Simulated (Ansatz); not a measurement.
Cost and result up the ladder for trans-PdH2(NH3)2 (PdN₂H₈) (11 atoms). Charge 0, multiplicity 1. Geometry: r2SCAN-D4/def2-SVP.

```xyz
11

N    -0.940    1.168    1.402
N     0.939   -1.170   -1.402
Pd   -0.003   -0.002    0.000
H    -1.429   -0.780   -0.291
H    -0.289    1.522    2.103
H    -1.689    0.662    1.874
H    -1.362    1.974    0.936
H     1.423    0.775    0.290
H     1.443   -1.921   -0.927
H     1.625   -0.631   -1.931
H     0.283   -1.597   -2.054
```

Ansatz on 2 threads of Intel Xeon Platinum 8375C on a shared host. Times are rough, and most runs start from the orbitals of an earlier one. PBE0-D4/def2-TZVP serves as the yardstick here, not as an exact answer. Differences are given only for rows in sets of like size (and for xTB, whose basis is part of the method), since another set adds its own error. Binding counts from free atoms at the same level (N quartet, Pd singlet, H doublet; other spins of the atoms weren't run), without zero-point energy or a counterpoise term.

In the def2 sets Pd takes a core potential, while STO-3G treats all electrons; there is no spin–orbit coupling. LC-ωPBE has ω = 0.4 bohr⁻¹. B3LYP takes the VWN-RPA correlation. Correlated methods freeze 2 core orbitals; core or outer-core shells of Pd are correlated, in sets that lack core-valence functions. No other spin state of charge 0 was run. Another isomer (singlet) lies 0.51 eV lower at PBE0-D4/def2-TZVP; other spin states weren't run for this one.

Correlated methods converge slowly with the basis.

```
                         level  functions  wall time  binding energy per atom (eV)  difference from PBE0-D4/def2-TZVP (eV)                         remarks
                     HF/STO-3G         45     0.45 s                          2.62                                       –                               –
              PBE0-D4/def2-SVP         99      1.4 s                          2.93                                       –                               –
               PBE-D4/def2-SVP         99      1.4 s                          3.02                                       –                               –
             PBE0-D4/def2-TZVP        150      2.3 s                          2.92                                    0.00                               –
             LC-ωPBE/def2-TZVP        150      2.6 s                          2.90                                   -0.03                               –
PBE-D4/def2-TZVP (with forces)        150      2.7 s                          3.02                                    0.10                               –
            B3LYP-D4/def2-TZVP        150      2.8 s                          2.97                                    0.05                               –
           r2SCAN-D4/def2-TZVP        150      3.5 s                          2.99                                    0.06                               –
             CCSD(T)/def2-TZVP        150       41 s                          2.84                                   -0.08  test for broken spin undecided
```
